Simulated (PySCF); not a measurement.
# Basis-set dependence of population analyses: `C[NH2+][BH2-]N`

CH9BN2.
SMILES with atom numbers: `[CH3:1][NH2+:2][BH2-:3][NH2:4]` (hydrogens: H5, H6, H7 on C1; H8, H9 on N2; H10, H11 on B3; H12, H13 on N4)

PBE0 throughout (PySCF), one geometry, spherical d and f functions. Geometry: PBE0-D3(BJ)/def2-SVP, one conformer, isolated molecule. Atoms taken as equivalent share a column and are averaged. The first 7 of 8 kinds of atom are listed.

Mulliken charges (e):

```json
{"basis": "STO-3G", "functions": "29", "C1": "-0.150", "N2": "-0.326", "B3": "+0.121", "N4": "-0.522", "H5/H6/H7": "+0.111", "H8/H9": "+0.251", "H10/H11": "-0.124"}
{"basis": "6-31G", "functions": "54", "C1": "-0.350", "N2": "-0.719", "B3": "+0.285", "N4": "-0.880", "H5/H6/H7": "+0.200", "H8/H9": "+0.360", "H10/H11": "-0.111"}
{"basis": "pcSseg-0", "functions": "54", "C1": "-0.448", "N2": "-0.788", "B3": "+0.178", "N4": "-0.887", "H5/H6/H7": "+0.256", "H8/H9": "+0.352", "H10/H11": "-0.046"}
{"basis": "6-31G*", "functions": "74", "C1": "-0.396", "N2": "-0.670", "B3": "+0.155", "N4": "-0.868", "H5/H6/H7": "+0.206", "H8/H9": "+0.374", "H10/H11": "-0.101"}
{"basis": "def2-SVP", "functions": "101", "C1": "+0.015", "N2": "-0.103", "B3": "-0.126", "N4": "-0.270", "H5/H6/H7": "+0.067", "H8/H9": "+0.149", "H10/H11": "-0.109"}
{"basis": "cc-pVDZ", "functions": "101", "C1": "-0.021", "N2": "0.000", "B3": "-0.158", "N4": "-0.194", "H5/H6/H7": "+0.070", "H8/H9": "+0.120", "H10/H11": "-0.114"}
{"basis": "pcSseg-1", "functions": "113", "C1": "-0.135", "N2": "-0.392", "B3": "+0.093", "N4": "-0.575", "H5/H6/H7": "+0.137", "H8/H9": "+0.212", "H10/H11": "-0.080"}
{"basis": "6-311+G(2d,p)", "functions": "162", "C1": "-0.381", "N2": "-0.401", "B3": "+0.099", "N4": "-0.756", "H5/H6/H7": "+0.164", "H8/H9": "+0.304", "H10/H11": "-0.062"}
{"basis": "aug-cc-pVDZ", "functions": "173", "C1": "+0.875", "N2": "-0.156", "B3": "-1.015", "N4": "-0.202", "H5/H6/H7": "-0.174", "H8/H9": "+0.037", "H10/H11": "+0.503"}
{"basis": "def2-TZVP", "functions": "178", "C1": "-0.289", "N2": "-0.208", "B3": "-0.193", "N4": "-0.627", "H5/H6/H7": "+0.149", "H8/H9": "+0.255", "H10/H11": "-0.047"}
{"basis": "IGLO-III", "functions": "230", "C1": "-0.292", "N2": "-0.379", "B3": "+0.225", "N4": "-0.753", "H5/H6/H7": "+0.144", "H8/H9": "+0.289", "H10/H11": "-0.125"}
{"basis": "cc-pVTZ", "functions": "246", "C1": "-0.212", "N2": "+0.065", "B3": "-0.204", "N4": "-0.429", "H5/H6/H7": "+0.119", "H8/H9": "+0.132", "H10/H11": "-0.061"}
```

IAO charges (e):

| basis | functions | C1 | N2 | B3 | N4 | H5/H6/H7 | H8/H9 | H10/H11 |
| --- | --- | --- | --- | --- | --- | --- | --- | --- |
| STO-3G | 29 | -0.305 | -0.259 | -0.103 | -0.560 | +0.155 | +0.259 | -0.057 |
| 6-31G | 54 | -0.339 | -0.312 | -0.117 | -0.675 | +0.165 | +0.289 | -0.056 |
| pcSseg-0 | 54 | -0.320 | -0.307 | -0.133 | -0.632 | +0.161 | +0.285 | -0.058 |
| 6-31G* | 74 | -0.313 | -0.304 | -0.096 | -0.675 | +0.158 | +0.282 | -0.062 |
| def2-SVP | 101 | -0.301 | -0.292 | -0.116 | -0.657 | +0.153 | +0.280 | -0.061 |
| cc-pVDZ | 101 | -0.311 | -0.298 | -0.119 | -0.665 | +0.157 | +0.281 | -0.057 |
| pcSseg-1 | 113 | -0.308 | -0.301 | -0.115 | -0.674 | +0.157 | +0.281 | -0.057 |
| 6-311+G(2d,p) | 162 | -0.323 | -0.315 | -0.113 | -0.710 | +0.162 | +0.289 | -0.054 |
| aug-cc-pVDZ | 173 | -0.321 | -0.310 | -0.116 | -0.708 | +0.161 | +0.287 | -0.053 |
| def2-TZVP | 178 | -0.322 | -0.315 | -0.111 | -0.705 | +0.161 | +0.289 | -0.055 |
| IGLO-III | 230 | -0.324 | -0.316 | -0.112 | -0.710 | +0.162 | +0.289 | -0.054 |
| cc-pVTZ | 246 | -0.323 | -0.314 | -0.113 | -0.700 | +0.162 | +0.288 | -0.056 |

Hirshfeld charges (e):

| basis | functions | C1 | N2 | B3 | N4 | H5/H6/H7 | H8/H9 | H10/H11 |
| --- | --- | --- | --- | --- | --- | --- | --- | --- |
| STO-3G | 29 | +0.039 | +0.015 | +0.003 | -0.315 | +0.035 | +0.138 | -0.134 |
| 6-31G | 54 | -0.031 | -0.026 | -0.018 | -0.324 | +0.052 | +0.146 | -0.119 |
| pcSseg-0 | 54 | -0.031 | -0.015 | -0.023 | -0.317 | +0.052 | +0.143 | -0.124 |
| 6-31G* | 74 | -0.032 | -0.029 | -0.021 | -0.321 | +0.052 | +0.147 | -0.118 |
| def2-SVP | 101 | -0.041 | -0.037 | -0.019 | -0.320 | +0.055 | +0.150 | -0.120 |
| cc-pVDZ | 101 | -0.039 | -0.038 | -0.016 | -0.315 | +0.054 | +0.148 | -0.120 |
| pcSseg-1 | 113 | -0.042 | -0.054 | -0.002 | -0.325 | +0.057 | +0.147 | -0.115 |
| 6-311+G(2d,p) | 162 | -0.043 | -0.069 | +0.001 | -0.324 | +0.057 | +0.149 | -0.108 |
| aug-cc-pVDZ | 173 | -0.051 | -0.071 | -0.001 | -0.323 | +0.059 | +0.149 | -0.106 |
| def2-TZVP | 178 | -0.047 | -0.064 | -0.004 | -0.325 | +0.058 | +0.150 | -0.110 |
| IGLO-III | 230 | -0.051 | -0.071 | -0.001 | -0.326 | +0.059 | +0.150 | -0.107 |
| cc-pVTZ | 246 | -0.048 | -0.061 | -0.004 | -0.325 | +0.058 | +0.151 | -0.112 |

ESP-fitted charges (e):

```json
{"basis": "STO-3G", "functions": "29", "C1": "-0.402", "N2": "+0.056", "B3": "+0.241", "N4": "-0.983", "H5/H6/H7": "+0.138", "H8/H9": "+0.209", "H10/H11": "-0.188"}
{"basis": "6-31G", "functions": "54", "C1": "-0.333", "N2": "-0.075", "B3": "+0.504", "N4": "-1.325", "H5/H6/H7": "+0.123", "H8/H9": "+0.236", "H10/H11": "-0.245"}
{"basis": "pcSseg-0", "functions": "54", "C1": "-0.383", "N2": "-0.092", "B3": "+0.516", "N4": "-1.277", "H5/H6/H7": "+0.142", "H8/H9": "+0.237", "H10/H11": "-0.257"}
{"basis": "6-31G*", "functions": "74", "C1": "-0.394", "N2": "+0.005", "B3": "+0.417", "N4": "-1.198", "H5/H6/H7": "+0.135", "H8/H9": "+0.216", "H10/H11": "-0.232"}
{"basis": "def2-SVP", "functions": "101", "C1": "-0.326", "N2": "-0.008", "B3": "+0.369", "N4": "-1.094", "H5/H6/H7": "+0.119", "H8/H9": "+0.211", "H10/H11": "-0.226"}
{"basis": "cc-pVDZ", "functions": "101", "C1": "-0.340", "N2": "-0.012", "B3": "+0.342", "N4": "-1.050", "H5/H6/H7": "+0.123", "H8/H9": "+0.212", "H10/H11": "-0.219"}
{"basis": "pcSseg-1", "functions": "113", "C1": "-0.334", "N2": "-0.031", "B3": "+0.486", "N4": "-1.204", "H5/H6/H7": "+0.122", "H8/H9": "+0.214", "H10/H11": "-0.248"}
{"basis": "6-311+G(2d,p)", "functions": "162", "C1": "-0.423", "N2": "+0.028", "B3": "+0.541", "N4": "-1.312", "H5/H6/H7": "+0.139", "H8/H9": "+0.205", "H10/H11": "-0.253"}
{"basis": "aug-cc-pVDZ", "functions": "173", "C1": "-0.399", "N2": "+0.016", "B3": "+0.581", "N4": "-1.282", "H5/H6/H7": "+0.133", "H8/H9": "+0.202", "H10/H11": "-0.266"}
{"basis": "def2-TZVP", "functions": "178", "C1": "-0.415", "N2": "+0.019", "B3": "+0.514", "N4": "-1.264", "H5/H6/H7": "+0.138", "H8/H9": "+0.208", "H10/H11": "-0.251"}
{"basis": "IGLO-III", "functions": "230", "C1": "-0.402", "N2": "+0.014", "B3": "+0.543", "N4": "-1.271", "H5/H6/H7": "+0.134", "H8/H9": "+0.206", "H10/H11": "-0.256"}
{"basis": "cc-pVTZ", "functions": "246", "C1": "-0.398", "N2": "-0.023", "B3": "+0.487", "N4": "-1.192", "H5/H6/H7": "+0.136", "H8/H9": "+0.217", "H10/H11": "-0.245"}
```

Some averages cover members that differ in this geometry, most widely: H5/H6/H7, Mulliken in aug-cc-pVDZ -0.243 to -0.138; H5/H6/H7, ESP-fitted in 6-31G* +0.109 to +0.149; H5/H6/H7, ESP-fitted in cc-pVDZ +0.097 to +0.137; H5/H6/H7, ESP-fitted in IGLO-III +0.110 to +0.148 e.

Question: Which scheme is steadiest as the basis changes?

Answer: Largest range over the bases for any column: Hirshfeld 0.09 e, IAO 0.15 e, ESP-fitted 0.34 e, Mulliken 1.32 e. Hirshfeld charges move least and Mulliken charges most, counted in e. Without the minimal STO-3G basis the ranges are Hirshfeld 0.06, IAO 0.08, ESP-fitted 0.28, Mulliken 1.32 e.

Question: How much do the charges still move between the two largest bases, IGLO-III and cc-pVTZ?

Answer: At most, over all atoms: Mulliken 0.444 e, IAO 0.011 e, Hirshfeld 0.010 e, ESP-fitted 0.079 e.

Question: What do the same runs give for the total energy, the frontier levels and the dipole moment?

Answer: 
```tsv
basis	energy (Eh)	HOMO (eV)	LUMO (eV)	μ (D)
STO-3G	-175.4555	-2.43	8.42	4.34
6-31G	-177.6295	-5.57	1.94	3.65
pcSseg-0	-177.2756	-5.68	1.59	3.77
6-31G*	-177.6718	-5.66	1.98	3.73
def2-SVP	-177.5556	-5.83	1.30	3.82
cc-pVDZ	-177.6907	-5.80	1.32	3.81
pcSseg-1	-177.6646	-6.04	0.91	3.77
6-311+G(2d,p)	-177.7443	-6.23	-0.17	3.66
aug-cc-pVDZ	-177.7106	-6.22	-0.37	3.65
def2-TZVP	-177.7551	-6.17	0.63	3.68
IGLO-III	-177.7642	-6.21	0.24	3.67
cc-pVTZ	-177.7529	-6.11	0.69	3.69
```

The dipole is fixed by the density alone, so its range of 0.69 D shows that the density itself changes with the basis, not only its division among atoms.
